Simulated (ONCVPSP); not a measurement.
# titanium: ONCV pseudisation with PBEsol, scalar-relativistic reference atom.

Input for ONCVPSP 4.0.1:

```
# ATOM AND REFERENCE CONFIGURATION
# atsym  z   nc   nv     iexc    psfile
  Ti 22.00    4    3  -116133      upf
#
#   n    l    f
    1    0    2.00
    2    0    2.00
    2    1    6.00
    3    0    2.00
    3    1    6.00
    3    2    2.00
    4    0    2.00
#
# PSEUDOPOTENTIAL AND OPTIMIZATION
# lmax
    2
#
#   l,   rc,      ep,       ncon, nbas, qcut
    0    2.10    0.00    3    6    2.50
    1    1.10    0.00    4    7    7.60
    2    1.20    0.00    5    8    8.90
#
# LOCAL POTENTIAL
# lloc, lpopt,  rc(5),   dvloc0
    4    4    0.75    0.00
#
# VANDERBILT-KLEINMAN-BYLANDER PROJECTORs
# l, nproj, debl
    0    1    2.10
    1    2    4.00
    2    1    0.60
#
# MODEL CORE CHARGE
# icmod, fcfact, rcfact
    0    0.00    0.00
#
# LOG DERIVATIVE ANALYSIS
# epsh1, epsh2, depsh
   -3.00    5.00    0.02
#
# OUTPUT GRID
# rlmax, drl
    6.00    0.01
#
# TEST CONFIGURATIONS
# ncnf
    4
# nvcnf
#   n    l    f
    3
    3    1    6.00
    3    2    2.00
    4    0    1.00
#
    3
    3    1    6.00
    3    2    2.00
    4    0    0.00
#
    3
    3    1    6.00
    3    2    1.00
    4    0    0.00
#
    3
    3    1    6.00
    3    2    0.00
    4    0    0.00
#
```

Command:

```bash
oncvpsp.x < Ti.dat > Ti.out
```

Output (shortened: citation, most of the input echo, consistency checks and plot data are left out):

```
ONCVPSP  (Optimized Norm-Conservinng Vanderbilt PSeudopotential)
scalar-relativistic version 4.0.1

#   n    l    f        energy (Ha)
    1    0    2.00    -1.7870837E+02
    2    0    2.00    -1.9706112E+01
    2    1    6.00    -1.6313820E+01
    3    0    2.00    -2.2950260E+00
    3    1    6.00    -1.4249552E+00
    3    2    2.00    -1.5712130E-01
    4    0    2.00    -1.6453684E-01

Reference configufation results
  iterations    25
  all-electron total energy (Ha)   -8.52599170D+02

Begin loop to  construct optimized pseudo wave functions
and semi-local pseudopoentials for all angular momenta

Calculating optimized projector #   1

 for l=   0

    Fraction of norm inside rc  0.114681
    Optimizing pswf for qcut=   2.50 a_B^-1,  ecut=   3.13 Ha
    Residual kinetic energy error=  9.23D-04 Ha

    Energy error per electron        Cutoff
         Ha          eV             Ha
         0.01000     0.27211        1.39
         0.00100     0.02721        3.06
         0.00010     0.00272       21.04
         0.00001     0.00027       36.16

   Wellstate for l =  1  n =  5
     eigenvalue =   2.5750
     asymptotic potential =   3.0750
     half-point radius =  2.7829

Calculating optimized projector #   1

 for l=   1

    Fraction of norm inside rc  0.572438
    Optimizing pswf for qcut=   7.58 a_B^-1,  ecut=  28.75 Ha
    Residual kinetic energy error=  5.73D-04 Ha

    Energy error per electron        Cutoff
         Ha          eV             Ha
         0.01000     0.27211       14.44
         0.00100     0.02721       19.80
         0.00010     0.00272       98.58
         0.00001     0.00027      122.89

Calculating optimized projector #   2

 for l=   1

    Fraction of norm inside rc  0.060017
    Optimizing pswf for qcut=   7.58 a_B^-1,  ecut=  28.75 Ha
    Residual kinetic energy error=  2.80D-04 Ha

    Energy error per electron        Cutoff
         Ha          eV             Ha
         0.01000     0.27211       14.32
         0.00100     0.02721       19.13
         0.00010     0.00272       38.19
         0.00001     0.00027       99.77

Calculating optimized projector #   1

 for l=   2

    Fraction of norm inside rc  0.407574
    Optimizing pswf for qcut=   8.89 a_B^-1,  ecut=  39.53 Ha
    Residual kinetic energy error=  1.01D-02 Ha

    Energy error per electron        Cutoff
         Ha          eV             Ha
         0.01000     0.27211       39.65
         0.00100     0.02721      125.10
         0.00010     0.00272      153.75
         0.00001     0.00027      170.65

Construct Vanderbilt / Kleinmman-Bylander projectors

B matrix Hermiticity error, ll=   1
   1   2   -4.0808E-04

  Orthonormal projector coefficients  8.0214E+00  1.6846E+00

Pseudoatom total energy  -37.565798

Diagnostic tests using Vanderbilt-Kleinman-Bylander pseudopotentials
  1 or more projectors used as specified by nproj input data

   l    rcore       rmatch      e in        delta e   norm test  slope test

   0   2.1080770   2.1720827  -0.1645368  -0.0000232   0.9998909   1.0001896

   1   1.1048531   1.1383988  -1.4249552  -0.0000209   1.0001041   1.0001443
   1   1.1048531   1.1383988   2.5750448   0.0000161   1.0003943   1.0003943

   2   1.2013686   1.2378447  -0.1571213   0.0000095   1.0000105   1.0000026

 Testing for bound ghosts
   n   l    E NL Schr. Eq   E Basis Diag.   E Cutoff

       0                       -6.729280     27.73  WARNING - GHOST(-)
   1   0       -0.164560       -0.144225     27.73

   2   1       -1.424976       -1.421491    181.62

   3   2       -0.157112       -0.121024    178.23

 Testing for highly-localized positive-energy ghosts
       l    <radius>/rc     E Basis Diag.   E Cutoff

Test configuration 0

   n   l     f        eae           eps        diff
   1   0  2.0000 -178.70836883
   2   0  2.0000  -19.70611200
   2   1  6.0000  -16.31382009
   3   0  2.0000   -2.29502604
   3   1  6.0000   -1.42495524   -1.42497614   -2.09D-05
   3   2  2.0000   -0.15712130   -0.15711180    9.50D-06
   4   0  2.0000   -0.16453684   -0.16456008   -2.32D-05

    Total energies and differences
      AE_ref= -8.52599170D+02  AE_tst= -8.52599170D+02  dif=  0.00D+00
      PS_ref= -3.75657982D+01  PS_tst= -3.75657982D+01  dif=  4.26D-14
      PSP excitation error= -4.26D-14

Test configuration 1

   n   l     f        eae           eps        diff
   1   0  2.0000 -178.98008383
   2   0  2.0000  -19.97235531
   2   1  6.0000  -16.58053709
   3   0  2.0000   -2.56309153
   3   1  6.0000   -1.69321455   -1.68989390    3.32D-03
   3   2  2.0000   -0.41841945   -0.41618930    2.23D-03
   4   0  1.0000   -0.38038838   -0.38061142   -2.23D-04

    Total energies and differences
      AE_ref= -8.52599170D+02  AE_tst= -8.52328722D+02  dif=  2.70D-01
      PS_ref= -3.75657982D+01  PS_tst= -3.72952321D+01  dif=  2.71D-01
      PSP excitation error= -1.19D-04

Test configuration 2

   n   l     f        eae           eps        diff
   1   0  2.0000 -179.30288400
   2   0  2.0000  -20.28745678
   2   1  6.0000  -16.89629159
   3   0  2.0000   -2.87844081
   3   1  6.0000   -2.00796049   -2.00081037    7.15D-03
   3   2  2.0000   -0.72114731   -0.71617999    4.97D-03

    Total energies and differences
      AE_ref= -8.52599170D+02  AE_tst= -8.51833664D+02  dif=  7.66D-01
      PS_ref= -3.75657982D+01  PS_tst= -3.67996291D+01  dif=  7.66D-01
      PSP excitation error= -6.64D-04

Test configuration 3

psatom: WARNING lschvkbb convergence error n,l,iter=   1   0  37
ea(ii),et,emin,emax -6.629508E-01 -6.874122E-01 -6.874122E-01 -6.874122E-01
run_config: WARNING for fully non-local PS atom, stg. 1
 WARNING no output for configuration 4

Test configuration 4

psatom: WARNING lschvkbb convergence error n,l,iter=   3   2   3
ea(ii),et,emin,emax -1.571118E-01 -1.728230E-01 -1.728230E-01 -1.728230E-01
run_config: WARNING for fully non-local PS atom, stg. 1
 WARNING no output for configuration 5
```

Note: ghosts flagged at negative energy: s at -183.1 eV; no localised positive-energy state flagged. A true bound ghost makes a file unfit for plane-wave use.

The run took about 2.9 s on one core of a shared server CPU.
